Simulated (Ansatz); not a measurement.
A trace of molecular dynamics of CH5FSZn (9 atoms, charge 0, multiplicity 1).

The calculation used Ansatz 0.2.0, RKS revPBE-D4/def2-SVP.

* ensemble: NVE (velocity Verlet)
* starting velocities drawn for: 300 K
* seed: 10825

```csv
time (fs),T (K),potential energy less start (eV),conserved less start (meV/atom)
0.0,300,0.000,0.00
4.0,206,0.086,0.10
8.0,162,0.126,0.09
12.0,165,0.123,0.03
16.0,145,0.140,0.07
20.0,161,0.127,0.08
24.0,193,0.097,0.05
28.0,165,0.122,0.05
32.0,151,0.135,0.04
36.0,90,0.191,0.11
40.0,141,0.144,0.04
44.0,172,0.116,0.03
48.0,131,0.154,0.12
52.0,192,0.098,0.03
56.0,173,0.115,0.05
60.0,172,0.116,0.08
64.0,184,0.106,0.07
68.0,223,0.070,0.05
72.0,224,0.069,0.06
76.0,234,0.060,0.06
80.0,171,0.118,0.09
84.0,209,0.082,0.02
88.0,192,0.098,0.08
92.0,212,0.080,0.09
96.0,294,0.006,0.01
100.0,257,0.040,0.06
```

Problem. Is this trajectory sound?

Solution. The conserved energy stayed within 0.13 meV per atom of its start (net change 0.065 meV per atom), so the integration is sound. A run of 0.1 ps of so small a system gives no equilibrium averages. The orbitals stay closed-shell, which can raise the energy where a bond breaks towards radicals; this wasn't checked here. The time step was 0.5 fs.

The run took 3.2 min on 2 threads of Intel(R) Xeon(R) 6975P-C (Granite Rapids), on a shared host, peak memory 0.16 GiB.
